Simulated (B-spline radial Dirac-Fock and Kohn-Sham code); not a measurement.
**Er: L3-M23M23 lines in intermediate coupling**

System: atomic erbium in the configuration [Xe] 4f11 6s2 6p1 (an excited configuration).

Input file task.json (cfg lists n, l and occupation; rrms is the nuclear radius in fm):

```json
{"items": [{
  "Z": 68,
  "q": 0,
  "cfg": [[1, 0, 2], [2, 0, 2], [2, 1, 6], [3, 0, 2], [3, 1, 6], [3, 2, 10], [4, 0, 2], [4, 1, 6], [4, 2, 10], [4, 3, 11], [5, 0, 2], [5, 1, 6], [6, 0, 2], [6, 1, 1]],
  "A": 166,
  "rrms": 5.2516,
  "do": ["binding", "quiet", "double"]
}]}
```

Run with: `python xray_run.py task.json out`

Model: Dirac-Fock energy differences between relaxed states, corrected for Breit and QED terms. Program: a radial atomic solver. The two-hole levels come from diagonalising the Coulomb interaction among the jj configurations; intensities are independent-particle Coulomb rates. Kinetic energies are from the vacuum level. Electron correlation is not included. Open outer shells are spectators and are not coupled to the holes.

```csv
kinetic energy (eV),J,leading jj holes (weight),leading LS term (weight)
4267.7,0,M2M2 (1.00),³P0 (0.63)
4466.0,2,M2M3 (1.00),¹D2 (0.70)
4474.9,1,M2M3 (1.00),³P1 (1.00)
4649.0,0,M3M3 (1.00),¹S0 (0.63)
4665.8,2,M3M3 (1.00),³P2 (0.70)
```

The intensity is shared as follows: 4665.8 eV 42.7 %, 4466.0 eV 30.6 %, 4474.9 eV 13.3 %, 4649.0 eV 13.1 %, 4267.7 eV 0.3 %.

The strongest line, by its leading LS label ³P2, lies at 4665.8 eV. The mean weight of the leading component is 1.00 in jj and 0.73 in LS coupling, so jj labels describe these levels better.

Values without a named source are computed, but for edge energies of neutral atoms, which are taken from tables.
